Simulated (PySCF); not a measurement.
Al(OH)2 (AlH₂O₂), SMILES [OH][Al][OH], multiplicity 2.

Geometry: PBE0-D3(BJ)/def2-TZVP. The spin state was assumed, not searched. The isomer is the one that the SMILES or the coordinates give; other isomers of the formula were not compared. The values are those of a single conformer.

All values below come from TDA-LC-ωPBE/def2-SVPD in PySCF.

Vertical excitations. Isolated molecule, no solvent.

Computed excitation energies, oscillator strengths and character:
```csv
state,energy (eV),λ (nm),f,main pairs
root 1,4.09,303,0.141,α HOMO→LUMO 97 %
root 2,5.81,213,0.000,β HOMO→LUMO 91 %
root 3,5.81,213,0.103,"α HOMO→LUMO+1 63 %, α HOMO→LUMO+3 16 %, α HOMO→LUMO+4 16 %"
root 4,5.94,209,0.065,"α HOMO→LUMO+2 38 %, α HOMO→LUMO+5 10 %, β HOMO−1→LUMO 45 %"
root 5,6.11,203,0.172,"α HOMO→LUMO+2 36 %, α HOMO→LUMO+5 10 %, β HOMO−1→LUMO 47 %"
root 6,6.36,195,0.053,β HOMO−2→LUMO 88 %
root 7,6.53,190,0.104,"α HOMO→LUMO+3 58 %, α HOMO→LUMO+1 28 %, α HOMO→LUMO+4 9 %"
root 8,7.17,173,0.006,β HOMO−3→LUMO 86 %
root 9,7.53,165,0.017,"α HOMO−1→LUMO 76 %, β HOMO→LUMO+2 13 %"
root 10,7.59,163,0.018,"α HOMO→LUMO+4 68 %, α HOMO→LUMO+3 21 %"
```
Unrestricted roots are not spin-pure.
